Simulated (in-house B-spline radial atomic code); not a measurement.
Radial electron density of Lu⁶⁺, [Kr] 4d10 4f12 5s2 5p4 8g1. Computed with a B-spline radial code for spherical atoms: Dirac-Hartree-Fock, average of configuration, Fermi nucleus of rms radius 5.37 fm.

Columns: r (bohr), 4πr²n(r) (electrons per bohr), bar.

```
0.000603    2.889 #
0.000777    4.359 #
   0.001    6.512 ##
 0.00129     9.67 ###
 0.00166    14.13 #####
 0.00214    20.39 #######
 0.00276    28.86 ##########
 0.00356    39.83 ##############
 0.00459    53.16 ##################
 0.00591    67.99 #######################
 0.00762    82.63 ############################
 0.00982    94.13 ################################
  0.0127    99.45 ##################################
  0.0163    97.29 #################################
   0.021     90.8 ###############################
  0.0271    88.05 ##############################
  0.0349    97.17 #################################
   0.045    116.2 ########################################
   0.058    128.5 ############################################
  0.0747    119.4 #########################################
  0.0962    101.2 ###################################
   0.124    102.6 ###################################
    0.16    116.4 ########################################
   0.206    101.6 ###################################
   0.265    65.84 #######################
   0.342    57.92 ####################
   0.441     67.8 #######################
   0.568       55 ###################
   0.732    30.64 ##########
   0.944    16.51 ######
    1.22    9.318 ###
    1.57    3.816 #
    2.02   0.8736 
     2.6   0.1216 
    3.35 0.005547 
    4.32  0.03457 
    5.57  0.02989 
    7.18  0.03314 
    9.25  0.03752 
    11.9  0.07397 
    15.4   0.1115 
    19.8  0.00846 
    25.5 4.363e-05 
    32.9 9.069e-09 
    42.4 2.066e-12
```

On this grid the curve has 6 maxima, near 0.0127, 0.058, 0.16, 0.441, 4.32, 15.4 bohr.

The 8g9/2 radial function P(r) = rR(r), positive near the nucleus, with its small component Q(r) (sign convention: Q ≈ (P' + κP/r)/2c):

```
r (bohr)          P           Q
   0.206  0.0006102  -1.794e-05
   0.342   0.002932  -6.658e-05
   0.568    0.01162  -0.0001772
   0.944    0.04358  -0.0004127
    1.57     0.1404    -0.00102
     2.6     0.2033   -0.001779
    4.32     -0.186   0.0001832
    7.18     0.1822   0.0001888
    11.9    -0.2721  -4.902e-05
    19.8   -0.09193   0.0002147
```
